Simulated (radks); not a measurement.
Q: Pd3+, 43 electrons, occupied as [Kr] 4d7. All-electron calculation, non-relativistic Kohn-Sham, TPSS, spin-polarised, spherical densities, point nucleus; open shells are filled with parallel spins first (spin-orbit coupling, left out, can overturn this in heavy ions); meta-GGA in the generalised Kohn-Sham scheme; relativity is left out, which matters for an element this heavy. Program: a radial shooting solver on a logarithmic mesh with Libxc functionals. Some entries of the table are withheld. Estimate them.

orbital  occ.  eigenvalue (hartree)  <r^2> (bohr^2)
1s down     1             -863.6918        0.001465
1s up       1             -863.6914        0.001465
2s up       1             -124.9422         0.02427
2s down     1             -124.9221         0.02427
2p up       3             -116.0716         0.01839
2p down     3             -116.0565         0.01839
3s up       1             -23.73944          0.1750
3s down     1             -23.73188          0.1749
3p up       3             -20.19069          0.1711
3p down     3             -20.17994          0.1710
3d up       5             -13.67666          0.1523
3d down     5             -13.65669          0.1522
4s up       1              -4.46211           1.060
4s down     1              -4.36898           1.057
4p up       3              -3.35756           1.226
4p down     3              -3.26122           1.225
4d up       5              -1.58659           1.950
4d down     2              -1.49226           2.001
5s up       0                   (1)             (2)
5s down     0                   (3)             (4)
5p up       0              -0.84019           8.911
5p down     0              -0.81061           9.265

A: 
(1) 5s up eigenvalue (hartree): -1.08628
(2) 5s up <r^2> (bohr^2): 6.744
(3) 5s down eigenvalue (hartree): -1.04609
(4) 5s down <r^2> (bohr^2): 7.009
